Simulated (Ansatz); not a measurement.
```yaml
crystal:
  periodic: [false, false, false]
  atoms:
    - {symbol: Si, position_ang: [-0.978815, -0.261231, -0.557605]}
    - {symbol: S, position_ang: [-0.207163, 1.704049, -0.281767]}
    - {symbol: Ge, position_ang: [1.004170, -0.026319, 0.572740]}
    - {symbol: H, position_ang: [-0.997132, -0.782972, -1.944380]}
    - {symbol: H, position_ang: [-2.224901, -0.597802, 0.170173]}
    - {symbol: H, position_ang: [1.093167, 0.044768, 2.099647]}
    - {symbol: H, position_ang: [2.371977, -0.148393, -0.104509]}
basis:
  gaussian: {orbitals: def2-TZVPD, final_grid: {core_spheres: 8, valence_spheres: 7, degree: 23}}
hamiltonian: {xc: {name: HF}}
correlation: {method: rpa}
accuracy: high
```

```sh
$ ansatz run in.yaml --threads 2 --pin off --events-out ev --progress --plain --max-ram 4352MiB
```

Shortened log:

```
Functional definition: HF
2919 factors; integrals over basis functions are off by at most 4.8e-9 eV
mean field evaluation 1: about -75216.1303 eV, gradient 1.8e1 eV
mean field evaluation 2: about -75216.2946 eV, gradient 1.8e1 eV
mean field evaluation 4: about -75217.7174 eV, gradient 3.0e0 eV
mean field evaluation 8: about -75217.7531 eV, gradient 2.0e-1 eV
mean field evaluation 16: about -75217.7534 eV, gradient 1.9e-8 eV
mean field -75217.75344150 eV, -2764.2014545508 hartree, gradient 2.1e-8 eV, S^2 0.000000; 0 other end points of the search recorded, 0 dependent functions left out
19 core orbitals not correlated: weight in the atoms' cores, before any rotation towards them, 1.000 or more for the frozen orbitals, at most 0.000 for the correlated occupied ones
reference -75217.75344150 eV, -2764.2014545508 hartree; 14, 14 occupied and 146, 146 virtual orbitals, 2919 factors
Total energy: -75234.91433057 eV, -2764.8321055918 hartree
```

Hardware: 2 threads of an Arm Neoverse V1 on a shared host. Wall time 20 s, peak host memory 0.91 GiB.
